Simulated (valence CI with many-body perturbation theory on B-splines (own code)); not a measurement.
# Pm²⁸⁺: calculated level list

Level of theory: valence CI with perturbative core correlation (CI+MBPT): five valence electrons over a frozen Dirac-Fock core [Ar] 3d10, a basis of 11 s, 11 p, 10 d, 8 f, 5 g, 2 h functions for each j, with the one-electron correlation potential Σ1 (screened to all orders), the two-electron term Σ2, the three-electron term Σ3, Breit, model QED; selected single and double excitations, second order for the rest, scaled by the run's own slope (own B-spline code, finite nucleus).

The last digits are not significant, and no measured levels were compared; by estimate large intervals hold to a few tenths of a per cent, small ones and those within an open d or f shell to about a per cent. Among the levels kept, up to 2100 cm⁻¹ of a level comes from second order outside the variational space, and about a tenth of that is noise between levels of different J, which matters for small intervals.

Levels 91 to 135 of 171, with energies above the lowest level, (4s^2 4p1/2^2 4p3/2) J=3/2. "Leading %" is the weight of the configuration and term that name the level; weights of strongly mixed levels are sums over their largest components and can fall short. In the jj column 3d3/2^4 stands for four electrons in 3d with j = 3/2.

| No. | Configuration | Term | J | E (cm⁻¹) | Leading % | g | Leading jj |
| --- | --- | --- | --- | --- | --- | --- | --- |
| 91 | 4s4p³4d | ²F° | 7/2 | 2069700 | 44 | 1.129 | 4s 4p1/2 4p3/2^2 4d5/2 (46 %) |
| 92 | 4s4p³4d | ⁴P° | 5/2 | 2072700 | 13 | 1.188 | 4s 4p1/2 4p3/2^2 4d5/2 (40 %) |
| 93 | 4s4p³4d | ⁴D° | 3/2 | 2074100 | 38 | 1.179 | 4s 4p1/2 4p3/2^2 4d3/2 (41 %) |
| 94 | 4s4p³4d | ⁴D° | 1/2 | 2084300 | 42 | 0.376 | 4s 4p1/2 4p3/2^2 4d3/2 (72 %) |
| 95 | 4s4p³4d | ⁴D° | 7/2 | 2085100 | 38 | 1.244 | 4s 4p1/2 4p3/2^2 4d5/2 (75 %) |
| 96 | 4s4p³4d | ²F° | 5/2 | 2089100 | 45 | 1.006 | 4s 4p1/2 4p3/2^2 4d5/2 (73 %) |
| 97 | 4s4p³4d | ²P° | 3/2 | 2098800 | 17 | 1.115 | 4s 4p1/2 4p3/2^2 4d5/2 (45 %) |
| 98 | 4s²4p4d² | ⁴D° | 1/2 | 2101600 | 34 | 0.374 | 4s^2 4p1/2 4d3/2^2 (41 %) |
| 99 | 4s²4p4d² | ⁴G° | 7/2 | 2110400 | 38 | 1.088 | 4s^2 4p1/2 4d3/2 4d5/2 (38 %) |
| 100 | 4s²4p4d² | ⁴P° | 1/2 | 2114300 | 31 | 1.872 | 4s^2 4p1/2 4d3/2 4d5/2 (36 %) |
| 101 | 4s4p³4d | ²D° | 5/2 | 2121700 | 24 | 1.043 | 4s 4p1/2 4p3/2^2 4d3/2 (35 %) |
| 102 | 4s4p³4d | ²D° | 3/2 | 2123500 | 19 | 0.947 | 4s 4p1/2 4p3/2^2 4d5/2 (26 %) |
| 103 | 4s4p³4d | ²F° | 5/2 | 2125800 | 15 | 1.110 | 4s^2 4p1/2 4d3/2 4d5/2 (35 %) |
| 104 | 4s4p³4d | ²D° | 3/2 | 2131300 | 27 | 1.056 | 4s 4p1/2 4p3/2^2 4d5/2 (47 %) |
| 105 | 4s²4p4d² | ²H° | 9/2 | 2132900 | 32 | 1.063 | 4s^2 4p1/2 4d3/2 4d5/2 (51 %) |
| 106 | 4s4p³4d | ²F° | 5/2 | 2149600 | 26 | 1.009 | 4s 4p1/2 4p3/2^2 4d5/2 (50 %) |
| 107 | 4s²4p4d² | ⁴D° | 1/2 | 2154000 | 34 | 0.450 | 4s 4p1/2 4p3/2^2 4d3/2 (20 %) |
| 108 | 4s²4p4d² | ⁴F° | 3/2 | 2160500 | 22 | 0.980 | 4s^2 4p1/2 4d3/2^2 (48 %) |
| 109 | 4s²4p4d² | ⁴G° | 9/2 | 2174700 | 38 | 1.128 | 4s^2 4p1/2 4d5/2^2 (56 %) |
| 110 | 4s4p³4d | ²P° | 3/2 | 2177700 | 27 | 1.150 | 4s 4p1/2 4p3/2^2 4d5/2 (47 %) |
| 111 | 4s²4p4d² | ⁴D° | 7/2 | 2178300 | 16 | 1.190 | 4s^2 4p1/2 4d5/2^2 (48 %) |
| 112 | 4s4p³4d | ⁴P° | 1/2 | 2178400 | 22 | 2.013 | 4s 4p1/2 4p3/2^2 4d5/2 (28 %) |
| 113 | 4s²4p4d² | ⁴F° | 5/2 | 2191100 | 18 | 1.093 | 4s^2 4p1/2 4d3/2 4d5/2 (60 %) |
| 114 | 4s²4p²4f | ⁴G° | 7/2 | 2204200 | 15 | 1.137 | 4s^2 4p1/2 4d3/2 4d5/2 (40 %) |
| 115 | 4s²4p4d² | ⁴D° | 3/2 | 2209600 | 35 | 1.124 | 4s^2 4p1/2 4d3/2 4d5/2 (45 %) |
| 116 | 4s²4p4d² | ⁴D° | 5/2 | 2226400 | 21 | 1.134 | 4s^2 4p1/2 4d5/2^2 (32 %) |
| 117 | 4s²4p²4f | ²H° | 11/2 | 2228800 | 48 | 1.167 | 4s^2 4p1/2 4p3/2 4f7/2 (82 %) |
| 118 | 4s²4p²4f | ⁴G° | 9/2 | 2228800 | 26 | 1.227 | 4s^2 4p1/2 4p3/2 4f7/2 (53 %) |
| 119 | 4s²4p²4f | ²G° | 7/2 | 2231500 | 49 | 0.972 | 4s^2 4p1/2 4p3/2 4f5/2 (70 %) |
| 120 | 4s4p³4d | ²G° | 9/2 | 2234000 | 17 | 1.215 | 4s 4p3/2^3 4d5/2 (37 %) |
| 121 | 4s²4p4d² | ⁴P° | 3/2 | 2235100 | 34 | 1.575 | 4s^2 4p1/2 4d5/2^2 (41 %) |
| 122 | 4s²4p²4f | ⁴G° | 5/2 | 2240800 | 12 | 1.053 | 4s^2 4p1/2 4p3/2 4f5/2 (41 %) |
| 123 | 4s²4p²4f | ²F° | 7/2 | 2241500 | 18 | 1.133 | 4s^2 4p1/2 4p3/2 4f7/2 (54 %) |
| 124 | 4s4p³4d | ²S° | 1/2 | 2241700 | 28 | 1.898 | 4s 4p3/2^3 4d3/2 (43 %) |
| 125 | 4s4p³4d | ²D° | 5/2 | 2242800 | 20 | 1.323 | 4s 4p3/2^3 4d5/2 (50 %) |
| 126 | 4s²4p²4f | ⁴F° | 3/2 | 2244000 | 56 | 0.612 | 4s^2 4p1/2 4p3/2 4f5/2 (71 %) |
| 127 | 4s4p³4d | ²P° | 3/2 | 2249400 | 25 | 1.243 | 4s 4p3/2^3 4d3/2 (46 %) |
| 128 | 4s²4p²4f | ²G° | 9/2 | 2254400 | 32 | 1.166 | 4s^2 4p1/2 4p3/2 4f7/2 (46 %) |
| 129 | 4s²4p²4f | ²F° | 5/2 | 2255100 | 29 | 1.017 | 4s^2 4p1/2 4p3/2 4f5/2 (41 %) |
| 130 | 4s²4p²4f | ²F° | 7/2 | 2260900 | 19 | 1.238 | 4s 4p3/2^3 4d3/2 (25 %) |
| 131 | 4s4p³4d | ²F° | 5/2 | 2272300 | 21 | 1.076 | 4s 4p3/2^3 4d3/2 (39 %) |
| 132 | 4s²4p²4f | ²P° | 1/2 | 2274600 | 30 | 0.306 | 4s^2 4p1/2 4p3/2 4f5/2 (56 %) |
| 133 | 4s4p³4d | ²F° | 7/2 | 2280400 | 20 | 1.173 | 4s^2 4p1/2 4p3/2 4f5/2 (21 %) |
| 134 | 4s²4p²4f | ⁴D° | 3/2 | 2281000 | 27 | 1.059 | 4s^2 4p1/2 4p3/2 4f5/2 (44 %) |
| 135 | 4s4p³4d | ²F° | 7/2 | 2291800 | 41 | 1.164 | 4s 4p3/2^3 4d5/2 (46 %) |

Where two levels of one J and parity lie close, their mixing, g and order are uncertain.
